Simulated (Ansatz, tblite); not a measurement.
Removing an electron: AlCl₂F. Total charge 0; singlet. Geometry: r2SCAN-D4/def2-TZVP. Ansatz, gas phase; energy differences of separate SCF runs; the oxidised species was run as a doublet alone.

```xyz
4

Al   -0.0890   -0.0062    0.0300
Cl    1.3661    0.6678    1.3336
Cl    0.3569   -0.5438   -1.9151
F    -1.6340   -0.1178    0.5515
```

The xTB rows come from tblite. Correlated methods freeze 16 core orbitals. In CCSD on the charge 1 doublet the largest single amplitude is 0.32, so its Hartree–Fock determinant may place the open shell otherwise than the density functionals do.

(1) Estimate orbital energies and vertical ionisation energies at: GFN1-xTB; GFN2-xTB; PBE-D4/def2-TZVP; r2SCAN-D4/def2-TZVP; PBE0-D4/def2-TZVP; CCSD/def2-TZVPP; CCSD(T)/def2-TZVPP.

Answers

(1) 
```tsv
level	−HOMO (eV)	vertical IE (eV)	−LUMO (eV)	HOMO–LUMO gap (eV)	remarks
GFN1-xTB	13.24	16.02	8.23	5.00	–
GFN2-xTB	12.37	15.61	7.98	4.39	–
PBE-D4/def2-TZVP	8.18	11.40	2.19	6.00	–
r2SCAN-D4/def2-TZVP	8.56	11.67	1.72	6.84	–
PBE0-D4/def2-TZVP	9.64	11.91	1.32	8.31	–
CCSD/def2-TZVPP	–	12.38	–	–	large T1 (0.050) (+1 doublet)
CCSD(T)/def2-TZVPP	–	12.35	–	–	large T1 (0.050) (+1 doublet)
```

Relaxing the oxidised species (r2SCAN-D4/def2-TZVP) changes its energy by -0.22 eV at PBE-D4/def2-TZVP, so the adiabatic ionisation energy to this nearest minimum is 11.17 eV. At PBE0-D4/def2-TZVP it is 11.49 eV.  Run but left out: HF/def2-TZVPP, MP2/def2-TZVPP (charge +1 doublet: a determinant that CCSD turns far, T1 0.050).  Raw xTB energy differences between charge states are shifted by several eV; the methods need an empirical correction for them.
